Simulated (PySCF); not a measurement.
HgBr, SMILES [Br][Hg] (connectivity only; charge and spin as stated), neutral, multiplicity 2. Atoms are numbered in the order given.

```xyz
2

Hg     0.0000     0.0000    -0.7963
Br     0.0000     0.0000     1.8201
```
Charge 0, spin multiplicity 2.

Geometry optimised at B3LYP-D3(BJ)/def2-TZVP. The spin state was assumed, not searched. The def2 effective core potentials stand for the cores of Hg; spin–orbit coupling is left out.

The numbers are results of IEF-PCM-B3LYP/def2-TZVPD (PySCF), not measurements.

The values are the electrostatic part of the solvation free energy, E(continuum) − E(gas) at the gas-phase geometry, in a cavity of scaled van der Waals radii (PySCF's table); cavitation and dispersion terms are not included. A continuum can't describe solvent molecules that bind to the metal. The dipole moment in vacuum is 2.78 D.

Computed values in water (ε = 78.36), diethylether (ε = 4.24), chloroform (ε = 4.71):
```tsv
solvent	ε	ΔG(elec) (kcal/mol)	dipole (D)
water	78.36	-9.3	5.63
diethylether	4.24	-6.0	4.59
chloroform	4.71	-6.3	4.68
```
